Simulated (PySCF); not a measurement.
WCl₆, SMILES [Cl][W]([Cl])([Cl])([Cl])([Cl])[Cl], multiplicity 1.

Geometry: B3LYP-D3(BJ)/def2-SVP. The multiplicity is an assumed one; other spin states were not compared. The isomer is the one that the SMILES or the coordinates give; other isomers of the formula were not compared. The def2 effective core potentials stand for the cores of W; spin–orbit coupling is left out.

Level of theory: PySCF with PBE0/def2-TZVP.

Symmetry labels are those of the subgroup D2h that the program uses (full group Oh).

List the valence orbital energies around the gap with their symmetry. (An estimate is asked for; the answer gives what the named calculation found.)


```csv
orbital,symmetry,energy (eV)
HOMO−7,B2u,-9.91
HOMO−6,B3u,-9.91
HOMO−5,B1u,-9.79
HOMO−4,B2u,-9.79
HOMO−3,B3u,-9.79
HOMO−2,B1g,-9.22
HOMO−1,B2g,-9.22
HOMO,B3g,-9.22
LUMO,B1g,-5.35
LUMO+1,B2g,-5.35
LUMO+2,B3g,-5.35
LUMO+3,Ag,-1.83
```
